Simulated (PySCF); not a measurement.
SMILES OB(O)[SiH2][Si](F)(F)F (H₄BF₃O₂Si₂) at its GFN2-xTB optimised geometry (Å):

```
12

O     -2.6634     0.0683    -3.7999
B     -1.9567     0.5496    -2.7590
O     -1.9956     1.8883    -2.5463
Si    -0.9576    -0.7935    -1.6873
Si     0.2086     0.2305     0.0000
F     -0.0940    -0.1119     1.5271
F      1.8029     0.2305     0.0000
F     -0.0750     1.8157     0.0000
H     -3.1440     0.7224    -4.3134
H     -1.5080     2.2707    -1.8179
H      0.0269    -1.5829    -2.4508
H     -1.8029    -1.8157    -1.0416
```

Method: B3LYP/def2-TZVP in PySCF. Cells within 0.4 Å of a nucleus heavier than hydrogen are left out (blank, or x).

Map of the Laplacian of the electron density (e/bohr⁵), clipped to [-1.50, 1.50] on the plane z = 0.0 Å:

```
|44444444444444444444444444444|
|44444444444444444444444444444|
|44444444444444444444444444444|
|44444444444444444444444444444|
|44444444444444444444444444444|
|44444444444456654444444444444|
|44444444444578786444444444444|
|4444444444468xx08544444444444|
|4444444444467xxx8544444444444|
|44444444444583x66544444444444|
|44444444444456655445554444444|
|44444444444445896457886444444|
|44444444444449xx9666xx8544444|
|44444444444459xxx86xxx7644444|
|44444444444449xx9763xx8644444|
|44444444444445999457887544444|
|44444444444444444445655444444|
|44444444444444444444444444444|
|44444444444444444444444444444|
|44444444444444444444444444444|
|44444444444444444444444444444|
|44444444444444444444444444444|
|44444444444444444444444444444|
|44444444444444444444444444444|
|44444444444444444444444444444|
|44444444444444444444444444444|
|44444444444444444444444444444|
|44444444444444444444444444444|
|44444444444444444444444444444|
```
Scale: ten equal steps from -1.12 (start of '0') to 1.50 (end of '9'), in the order '0123456789'; x runs from -4.00 to 4.00, y from -4.00 (bottom) to 4.00 (top).
